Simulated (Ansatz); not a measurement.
acetylene (C₂H₂), singlet, at a GFN2-xTB geometry; Ansatz (a program for electronic structure) with PBE0/cc-pVTZ.

The Ansatz input:
Ansatz 0.2 input:
```yaml
crystal:
  periodic: [false, false, false]
  atoms:
    - {symbol: C, position_ang: [-0.00000000, -0.00000000, -0.59686216]}
    - {symbol: C, position_ang: [0.00000000, 0.00000000, 0.59686216]}
    - {symbol: H, position_ang: [0.00000000, 0.00000000, 1.64657465]}
    - {symbol: H, position_ang: [-0.00000000, -0.00000000, -1.64657465]}
basis:
  gaussian:
    orbitals: cc-pVTZ
hamiltonian:
  xc: pbe0
accuracy: high
```

### Question
What does Ansatz print? Leave out banner, timings and long lists.

### Answer

```
Functional definition: PBE0
1284 factors; integrals over basis functions are off by at most 3.1e-9 eV
mean field evaluation 1: about -2098.5222 eV, gradient 4.0e1 eV
mean field evaluation 2: about -2098.9832 eV, gradient 3.6e1 eV
mean field evaluation 4: about -2102.2027 eV, gradient 9.4e-2 eV
mean field evaluation 8: about -2102.2029 eV, gradient 1.5e-4 eV
mean field evaluation 16: about -2102.2029 eV, gradient 3.9e-8 eV
mean field -2102.20293320 eV, -77.2545328708 hartree, gradient 3.9e-8 eV, S^2 0.000000; 0 other end points of the search recorded, 0 dependent functions left out
reference -2102.20293500 eV, -77.2545329369 hartree; 7, 7 occupied and 81, 81 virtual orbitals, 1284 factors
Total energy: -2102.20293500 eV, -77.2545329369 hartree
```
